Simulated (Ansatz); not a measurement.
FeBr2, SMILES [Br][Fe][Br] (connectivity only; charge and spin as stated), neutral, multiplicity 5.

Geometry optimised at PBE0-D3(BJ)/def2-SVP. The multiplicity is an assumed one; other spin states were not compared.

Two levels are set side by side: PBE/def2-TZVPD (Ansatz, a first-principles code) and PBE0/def2-TZVPD (Ansatz). Energy differences of separate SCF runs at the same geometry; the states with an electron removed or added have multiplicity 6 and 4. Differences are taken from unrounded values.

```csv
quantity,PBE0,PBE,PBE minus PBE0
vertical ionisation energy (eV),9.90,9.27,-0.62
vertical electron affinity (eV),2.10,2.30,0.21
```
